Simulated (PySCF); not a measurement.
C$_{7}$H$_{7}$, doublet, at a GFN2-xTB geometry, with bond 10-3 at 1.3 times its length; DF-BLYP/6-31G* (PySCF).

PySCF was given this input:
```python
from pyscf import gto, scf, dft

mol = gto.Mole()
mol.atom = '''
    C    -0.897780    0.154884    0.974994
    C     0.467164   -0.486859    0.946385
    C     0.186223   -1.420993   -0.232354
    C    -0.611518   -0.766171   -1.070942
    C    -0.872718    0.612977   -0.462103
    C     0.471604    1.324555   -0.464610
    C     1.266223    0.672295    0.370697
    H    -1.758350   -0.286499    1.448986
    H     0.856577   -0.953338    1.845225
    H     0.716790   -2.707111   -0.348902
    H    -1.013783   -1.090285   -2.012481
    H    -1.719216    1.160990   -0.862456
    H     0.689494    2.176902   -1.079081
    H     2.295746    0.858416    0.609417
'''
mol.basis = '6-31g*'
mol.charge = 0
mol.spin = 1
mol.verbose = 4
mol.build()

mf = dft.UKS(mol)
mf.xc = 'blyp'
mf.conv_tol = 1e-12
mf = mf.density_fit(auxbasis='def2-universal-jkfit')
mf.kernel()
```

The log (banner, timings and long lists left out):

```
PySCF version 2.14.0

[INPUT] verbose = 4
[INPUT] num. atoms = 14
[INPUT] num. electrons = 49
[INPUT] charge = 0
[INPUT] spin (= nelec alpha-beta = 2S) = 1
[INPUT] symmetry False subgroup None
[INPUT] Mole.unit = angstrom
[INPUT] Symbol           X                Y                Z      unit          X                Y                Z       unit  Magmom
[...]
nuclear repulsion = 278.523809456874
number of shells = 56
number of NR pGTOs = 217
number of NR cGTOs = 112
basis = 6-31g*
ecp = {}

******** <class 'pyscf.df.df_jk.DFUKS'> ********
method = DFUKS
initial guess = minao
damping factor = 0
level_shift factor = 0
DIIS = <class 'pyscf.scf.diis.CDIIS'>
diis_start_cycle = 1
diis_space = 8
diis_damp = 0
SCF conv_tol = 1e-12
SCF conv_tol_grad = None
SCF max_cycles = 50
direct_scf = False
number electrons alpha = 25  beta = 24
XC library pyscf.dft.libxc version 7.1.2
    S. Lehtola, C. Steigemann, M. J. T. Oliveira, and M. A. L. Marques,  SoftwareX 7, 1–5 (2018)
XC functionals = blyp
    A. D. Becke,  Phys. Rev. A 38, 3098 (1988)
    C. Lee, W. Yang, and R. G. Parr,  Phys. Rev. B 37, 785 (1988)
    B. Miehlich, A. Savin, H. Stoll, and H. Preuss,  Chem. Phys. Lett. 157, 200 (1989)
radial grids:
    Treutler-Ahlrichs [JCP 102, 346 (1995); DOI:10.1063/1.469408] (M4) radial grids

becke partition: Becke, JCP 88, 2547 (1988); DOI:10.1063/1.454033
pruning grids: <function nwchem_prune>
grids dens level: 3
symmetrized grids: False
atomic radii adjust function: <function treutler_atomic_radii_adjust>
small_rho_cutoff = 0
Set gradient conv threshold to 1e-06
tot grids = 167488
init E= -271.474436169577

cycle= 1 E= -270.521819439262  delta_E= 0.953  |g|= 0.398  |ddm|= 2.71
cycle= 2 E= -270.36600361723  delta_E= 0.156  |g|= 0.669  |ddm|= 1.51
cycle= 3 E= -270.613793169493  delta_E= -0.248  |g|= 0.0839  |ddm|=  1.1
cycle= 4 E= -270.614475122873  delta_E= -0.000682  |g|= 0.0758  |ddm|= 0.156
cycle= 5 E= -270.617448531341  delta_E= -0.00297  |g|= 0.0184  |ddm|= 0.0845
cycle= 6 E= -270.61759268486  delta_E= -0.000144  |g|= 0.008  |ddm|= 0.0248
cycle= 7 E= -270.617624061666  delta_E= -3.14e-05  |g|= 0.00258  |ddm|= 0.00991
cycle= 8 E= -270.617627155396  delta_E= -3.09e-06  |g|= 0.00104  |ddm|= 0.00338
cycle= 9 E= -270.617627729016  delta_E= -5.74e-07  |g|= 0.000333  |ddm|= 0.00147
cycle= 10 E= -270.617627784188  delta_E= -5.52e-08  |g|= 0.000132  |ddm|= 0.000537
cycle= 11 E= -270.61762779345  delta_E= -9.26e-09  |g|= 3.8e-05  |ddm|= 0.000182
cycle= 12 E= -270.617627794071  delta_E= -6.21e-10  |g|= 2.18e-05  |ddm|= 7.02e-05
cycle= 13 E= -270.617627794315  delta_E= -2.44e-10  |g|= 7.98e-06  |ddm|= 3.53e-05
cycle= 14 E= -270.617627794326  delta_E= -1.16e-11  |g|= 6.79e-06  |ddm|= 1.53e-05
cycle= 15 E= -270.61762779435  delta_E= -2.32e-11  |g|= 2e-06  |ddm|= 8.02e-06
cycle= 16 E= -270.617627794354  delta_E= -4.32e-12  |g|= 1.17e-06  |ddm|= 3.15e-06
cycle= 17 E= -270.617627794356  delta_E= -1.71e-12  |g|= 4.14e-07  |ddm|= 1.79e-06
cycle= 18 E= -270.617627794354  delta_E= 1.93e-12  |g|= 3.7e-07  |ddm|= 1e-06
cycle= 19 E= -270.617627794355  delta_E= -1.59e-12  |g|= 1.46e-07  |ddm|= 6.11e-07
cycle= 20 E= -270.617627794354  delta_E= 1.71e-12  |g|= 6.07e-08  |ddm|= 3.49e-07
cycle= 21 E= -270.617627794355  delta_E= -1.48e-12  |g|= 3.03e-08  |ddm|= 1.41e-07
cycle= 22 E= -270.617627794356  delta_E= -4.55e-13  |g|= 1.43e-08  |ddm|= 3.51e-08
Extra cycle  E= -270.617627794354  delta_E= 1.36e-12  |g|= 2.37e-08  |ddm|= 5.13e-08
converged SCF energy = -270.617627794354  <S^2> = 0.75260058  2S+1 = 2.0025989
```
